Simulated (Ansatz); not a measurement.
A CCSD(T) single point on GaH4NSi.

```yaml
crystal:
  periodic: [false, false, false]
  atoms:
    - {symbol: N, position_ang: [-0.450030, -0.783567, -0.450423]}
    - {symbol: Si, position_ang: [0.183203, 0.653387, 0.247969]}
    - {symbol: Ga, position_ang: [0.409156, -2.469162, -0.347547]}
    - {symbol: H, position_ang: [-1.333115, -0.706106, -0.940731]}
    - {symbol: H, position_ang: [0.477925, 1.727519, -0.743489]}
    - {symbol: H, position_ang: [-0.694352, 1.254247, 1.293185]}
    - {symbol: H, position_ang: [1.468514, 0.255683, 0.895335]}
basis:
  gaussian: {orbitals: def2-SVP}
correlation: {method: ccsd_t}
```

```sh
$ ansatz run in.yaml --threads 2 --pin off --events-out ev --progress --plain --max-ram 4352MiB
```

Log, shortened:

```
Functional definition: HF
  name "HF"
  cite "Fock, Z. Phys. 61, 126 (1930) doi:10.1007/BF01340294"
  parent pbe
  exchange = exact_x
  correlation = 0
833 factors; integrals over basis functions are off by at most 1.1e-3 eV
mean field evaluation 1: about -61728.9231 eV, gradient 3.6e1 eV
mean field evaluation 2: about -61728.9406 eV, gradient 3.6e1 eV
mean field evaluation 4: about -61732.1009 eV, gradient 2.8e0 eV
mean field evaluation 8: about -61732.1455 eV, gradient 2.7e-1 eV
mean field evaluation 16: about -61732.0815 eV, gradient 2.8e0 eV
mean field -61732.14581662 eV, -2268.6145152094 hartree, gradient 5.7e-6 eV, S^2 0.000000; 0 other end points of the search recorded, 0 dependent functions left out
15 core orbitals not correlated: weight in the atoms' cores, before any rotation towards them, 1.000 or more for the frozen orbitals, at most 0.000 for the correlated occupied ones
reference -61732.14581662 eV, -2268.6145152094 hartree; 13, 13 occupied and 56, 56 virtual orbitals, 833 factors
second order -12.66776347 eV of doubles, -0.00000000 eV of singles
cycle   1  -12.74322400 eV  change   -7.5e-2 eV  update   1.1e-1
cycle   2  -13.26436565 eV  change   -5.2e-1 eV  update   3.6e-2
cycle   3  -13.36712029 eV  change   -1.0e-1 eV  update   1.9e-2
cycle   4  -13.35428514 eV  change    1.3e-2 eV  update   4.5e-3
cycle   5  -13.35513933 eV  change   -8.5e-4 eV  update   2.2e-3
cycle   6  -13.35488216 eV  change    2.6e-4 eV  update   7.8e-4
cycle   7  -13.35478345 eV  change    9.9e-5 eV  update   3.6e-4
cycle   8  -13.35480571 eV  change   -2.2e-5 eV  update   9.3e-5
cycle   9  -13.35483622 eV  change   -3.1e-5 eV  update   2.6e-5
perturbative correction -0.42757732 eV, -0.0157131768 hartree
Total energy: -61745.92823016 eV, -2269.1210095650 hartree
```

Run time 2.5 s (2 threads of an Arm Neoverse V1 on a shared host); peak host memory 0.23 GiB.

Correlation energy per correlated electron: -0.530 eV. T1 diagnostic: 0.0142.
